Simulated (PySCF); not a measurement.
Fractional electron number in Pm⁺ (promethium, charge +1)

The 6s alpha orbital of [Xe] 4f5 6s1 is emptied in steps (occupation f), with all orbitals relaxed, ending at [Xe] 4f5. All numbers are calculated (PySCF 2.14, scalar relativity through the core potential, in def2-TZVP with the def2 core potential (28 electrons) (10s7p5d4f1g, 93 functions)). The exact energy is a straight line in f; departures are measured from the line between the end points of the same method.

| f | UHF (eV) | PBE (eV) |
| --- | --- | --- |
| 1 | 0.000 | 0.000 |
| 0.9 | 0.003 | -0.227 |
| 0.7 | 0.007 | -0.531 |
| 0.5 | 0.008 | -0.636 |
| 0.3 | 0.007 | -0.537 |
| 0.1 | 0.003 | -0.227 |
| 0 | 0.000 | 0.000 |

```
method  E(f=0) − E(f=1) (eV)  −ε at f=1 (eV)  −ε at f=0.5 (eV)
   UHF                10.244          10.278            10.243
   PBE                11.218           8.705            11.201
```

Orbital energy along the path (eV):

```json
{"f": "1", "UHF": "-10.278", "PBE": "-8.705"}
{"f": "0.9", "UHF": "-10.271", "PBE": "-9.199"}
{"f": "0.7", "UHF": "-10.257", "PBE": "-10.192"}
{"f": "0.5", "UHF": "-10.243", "PBE": "-11.201"}
{"f": "0.3", "UHF": "-10.231", "PBE": "-12.235"}
{"f": "0.1", "UHF": "-10.219", "PBE": "-13.284"}
{"f": "0", "UHF": "-10.213", "PBE": "-13.592"}
```

Reference removal energy between the ground levels: 10.938 ± 0.02 eV (semi-empirical (NIST evaluation); NIST Atomic Spectra Database, ionization energies). The calculation has no spin-orbit coupling. UHF lacks correlation.
